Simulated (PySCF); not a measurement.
A structure optimised at PBE-D3(BJ)/def2-SVP, used in a PySCF frequency run:

```xyz
18

C     -2.9688     0.5953    -0.3930
Si    -1.9174    -0.9231    -0.7734
C     -0.2913    -0.8246     0.2259
O      0.3335     0.4211    -0.0880
Si     1.7393     0.9308     0.7001
C      3.2070    -0.1837     0.3167
H     -2.3587     1.5053    -0.5620
H     -3.8687     0.6477    -1.0373
H     -3.2984     0.5929     0.6657
H     -1.5805    -0.9804    -2.2402
H     -2.6296    -2.2008    -0.4002
H     -0.5178    -0.9048     1.3185
H      0.3664    -1.6936    -0.0197
H      1.9778     2.3248     0.1992
H      1.4964     0.9515     2.1919
H      4.1222     0.2014     0.8125
H      3.3967    -0.2243    -0.7749
H      3.0380    -1.2181     0.6791
```

Question: Write its SMILES and formula.

Answer: C[SiH2]CO[SiH2]C, C3H12OSi2

Question: What are its rotational constants (standard atomic weights)?

Answer: 5.4053, 0.89532, 0.81109 GHz
